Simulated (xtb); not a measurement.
C₂ (SMILES [C]=[C]), singlet, from a rough starting geometry; GFN2-xTB run with xtb.

Here is a job for xtb.
```
$ xtb mol.xyz --gfn 2 --opt vtight --json

# file mol.xyz
2

C      0.05276524    -0.01579784    -0.58342893
C     -0.04097723     0.02434660     0.57171466
```

What the program printed (banner, timings and long lists left out):

```
   ID    Z sym.   atoms
    1    6 C      1, 2

           -------------------------------------------------
          |                Calculation Setup                |
           -------------------------------------------------

           -------------------------------------------------
          |                 G F N 2 - x T B                 |
           -------------------------------------------------

          ...................................................
          :                      SETUP                      :
          :.................................................:
          :  # basis functions                   8          :
          :  # atomic orbitals                   8          :
          :  # shells                            4          :
          :  # electrons                         8          :
          :  max. iterations                   250          :
          :  Hamiltonian                  GFN2-xTB          :
          :  restarted?                      false          :
          :  GBSA solvation                  false          :
          :  PC potential                    false          :
          :  electronic temp.          300.0000000     K    :
          :  accuracy                    1.0000000          :
          :  -> integral cutoff          0.2500000E+02      :
          :  -> integral neglect         0.1000000E-07      :
          :  -> SCF convergence          0.1000000E-05 Eh   :
          :  -> wf. convergence          0.1000000E-03 e    :
          :  Broyden damping             0.4000000          :
          :  net charge                          0          :
          :  unpaired electrons                  0          :
          ...................................................

 iter      E             dE          RMSdq      gap      omega  full diag
   1     -4.1879000 -0.418790E+01  0.128E+01    3.10       0.0  T
   2     -4.1881099 -0.209952E-03  0.759E+00    3.11       1.0  T
   3     -4.1883827 -0.272800E-03  0.434E-01    3.09       1.0  T
   4     -4.1883822  0.474966E-06  0.485E-01    3.09       1.0  T
   5     -4.1883857 -0.343362E-05  0.115E-02    3.08       6.1  T
   6     -4.1883857 -0.146343E-08  0.243E-03    3.08      29.1  T
   7     -4.1883857 -0.415668E-10  0.314E-05    3.08    2251.1  T
   8     -4.1883857 -0.976996E-14  0.387E-08    3.08  100000.0  T

   *** convergence criteria satisfied after 8 iterations ***

         :::::::::::::::::::::::::::::::::::::::::::::::::::::
         ::                     SUMMARY                     ::
         :::::::::::::::::::::::::::::::::::::::::::::::::::::
         :: total energy              -4.045686698508 Eh    ::
         :: gradient norm              0.003657580092 Eh/a0 ::
         :: HOMO-LUMO gap              3.082777933759 eV    ::
         ::.................................................::
         :: SCC energy                -4.188385674191 Eh    ::
         :: -> isotropic ES           -0.002634726920 Eh    ::
         :: -> anisotropic ES          0.004180343459 Eh    ::
         :: -> anisotropic XC         -0.000557969045 Eh    ::
         :: -> dispersion             -0.000365153886 Eh    ::
         :: repulsion energy           0.142698975683 Eh    ::
         :: add. restraining           0.000000000000 Eh    ::
         :: total charge               0.000000000000 e     ::
         :::::::::::::::::::::::::::::::::::::::::::::::::::::

      -----------------------------------------------------------
     |                   =====================                   |
     |                        A N C O P T                        |
     |                   =====================                   |
     |               Approximate Normal Coordinate               |
     |                Rational Function Optimizer                |
      -----------------------------------------------------------
      -----------------------------------------------------------
[...]
 * total energy  :    -4.0456867 Eh     change        0.0000000E+00 Eh
 * total energy  :    -4.0456891 Eh     change       -0.2442685E-05 Eh
 * total energy  :    -4.0456892 Eh     change       -0.1074085E-06 Eh
 * total energy  :    -4.0456893 Eh     change       -0.3487863E-07 Eh
   *** GEOMETRY OPTIMIZATION CONVERGED AFTER 4 ITERATIONS ***
[...]

   *** convergence criteria satisfied after 3 iterations ***

         :::::::::::::::::::::::::::::::::::::::::::::::::::::
         ::                     SUMMARY                     ::
         :::::::::::::::::::::::::::::::::::::::::::::::::::::
         :: total energy              -4.045689283480 Eh    ::
         :: gradient norm              0.000000340705 Eh/a0 ::
         :: HOMO-LUMO gap              3.072440819377 eV    ::
         ::.................................................::
         :: SCC energy                -4.187469543041 Eh    ::
         :: -> isotropic ES           -0.002646486154 Eh    ::
         :: -> anisotropic ES          0.004181684560 Eh    ::
         :: -> anisotropic XC         -0.000556603349 Eh    ::
         :: -> dispersion             -0.000365153388 Eh    ::
         :: repulsion energy           0.141780259561 Eh    ::
         :: add. restraining           0.000000000000 Eh    ::
         :: total charge               0.000000000000 e     ::
         :::::::::::::::::::::::::::::::::::::::::::::::::::::

           -------------------------------------------------
          |                Property Printout                |
           -------------------------------------------------

    * Orbital Energies and Occupations

         #    Occupation            Energy/Eh            Energy/eV
      -------------------------------------------------------------
         1        2.0000           -0.6692524             -18.2113
         2        2.0000           -0.5105894             -13.8938
         3        2.0000           -0.4855648             -13.2129
         4        2.0000           -0.4855648             -13.2129 (HOMO)
         5                         -0.3726546             -10.1404 (LUMO)
         6                         -0.1977758              -5.3818
         7                         -0.1977758              -5.3818
         8                          1.1599196              31.5630
      -------------------------------------------------------------
                  HL-Gap            0.1129101 Eh            3.0724 eV
             Fermi-level           -0.4291097 Eh          -11.6767 eV

     #   Z          covCN         q      C6AA      α(0)
     1   6 C        0.981    -0.000    35.905    10.065
     2   6 C        0.981     0.000    35.905    10.065

 Mol. C6AA /au·bohr⁶  :        143.620732
 Mol. C8AA /au·bohr⁸  :       4153.761141
 Mol. α(0) /au        :         20.129013

Wiberg/Mayer (AO) data.
largest (>0.10) Wiberg bond orders for each atom

 ---------------------------------------------------------------------------
     #   Z sym  total        # sym  WBO       # sym  WBO       # sym  WBO
 ---------------------------------------------------------------------------
     1   6 C    3.712 --     2 C    3.712
     2   6 C    3.712 --     1 C    3.712
 ---------------------------------------------------------------------------

Topologies differ in total number of bonds
Writing topology from bond orders to xtbtopo.mol

molecular dipole:
                 x           y           z       tot (Debye)
 q only:       -0.000       0.000       0.000
   full:        0.000       0.000      -0.000       0.000
molecular quadrupole (traceless):
                xx          xy          yy          xz          yz          zz
 q only:        0.000      -0.000       0.000       0.000       0.000      -0.000
  q+dip:       -1.498      -0.013      -1.523      -0.369       0.158       3.021
   full:       -0.780      -0.007      -0.793      -0.192       0.082       1.572

optimized geometry written to: xtbopt.xyz

           -------------------------------------------------
          | TOTAL ENERGY               -4.045689283480 Eh   |
          | GRADIENT NORM               0.000000340705 Eh/α |
          | HOMO-LUMO GAP               3.072440819377 eV   |
           -------------------------------------------------

normal termination of xtb
```
